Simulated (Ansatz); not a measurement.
Geometry optimisation, Ansatz 0.2.0, RKS PBE-D4/def2-SVP.

Input file:

```yaml
crystal:
  periodic: [false, false, false]
  atoms:
    - { symbol: C, position_ang: [2.5036, -0.5806, 0.2668] }
    - { symbol: C, position_ang: [1.215, -0.0964, 0.1881] }
    - { symbol: O, position_ang: [0.5465, 0.8965, 0.8028] }
    - { symbol: Si, position_ang: [-0.3212, 0.0398, -0.3042] }
    - { symbol: C, position_ang: [-1.7847, -0.7955, 0.5107] }
    - { symbol: "N", position_ang: [-0.7949, 1.2314, -1.4344] }
    - { symbol: H, position_ang: [3.1979, -0.0697, 0.9297] }
    - { symbol: H, position_ang: [2.8316, -1.3502, -0.3599] }
    - { symbol: H, position_ang: [-1.54667, -1.60216, 1.13215] }
    - { symbol: H, position_ang: [-2.38138, -0.06686, 1.10502] }
    - { symbol: H, position_ang: [-2.52154, -1.19938, -0.24263] }
    - { symbol: H, position_ang: [0.0824, 1.5213, -1.8768] }
    - { symbol: H, position_ang: [-1.1534, 2.0663, -0.9373] }
basis:
  gaussian: { orbitals: def2-SVP }
hamiltonian:
  xc: pbe
  dispersion: d4
relax:
  f_tol: 0.015
  max_steps: 40
```

Run as:

```bash
$ ansatz run input.yaml --threads 2 --pin off --max-ram 3072MiB --backend cpu --events-out ev --progress --plain --runs-dir out
```

Question: Where does it end, and by what steps?

Answer: The run converged. After 13 steps the energy has fallen by 1.443 eV; H13 moved furthest, 0.83 Å. The start is strongly strained (largest force component 8 eV/Å).

| step | energy less start (eV) | largest force component (eV/Å) | accepted |
| --- | --- | --- | --- |
| 0 | 0.0000 | 8.488 | yes |
| 1 | -0.9904 | 3.839 | yes |
| 2 | -1.2984 | 0.717 | yes |
| 3 | -1.3577 | 0.376 | yes |
| 4 | -1.3747 | 0.883 | yes |
| 5 | -1.4130 | 0.462 | yes |
| 6 | -1.4055 | 0.372 | no |
| 7 | -1.4393 | 0.139 | yes |
| 8 | -1.4398 | 0.114 | yes |
| 9 | -1.4399 | 0.237 | yes |
| 10 | -1.4430 | 0.107 | yes |
| 11 | -1.4433 | 0.015 | yes |
| 12 | -1.4433 | 0.012 | no |
| 13 | -1.4434 | 0.006 | yes |

```xyz
13
Properties=species:S:1:pos:R:3
C 2.615 -0.664 0.240
C 1.366 -0.176 0.257
O 0.765 0.740 1.153
Si -0.346 0.245 -0.103
C -1.838 -0.695 0.504
N -0.762 1.328 -1.365
H 3.349 -0.361 1.005
H 2.920 -1.376 -0.540
H -1.536 -1.375 1.323
H -2.606 0.002 0.898
H -2.299 -1.292 -0.307
H -0.053 1.898 -1.829
H -1.700 1.721 -1.457
```

Run time: 40 s on 2 threads of Arm Neoverse V1 (shared host), peak memory 0.16 GiB.
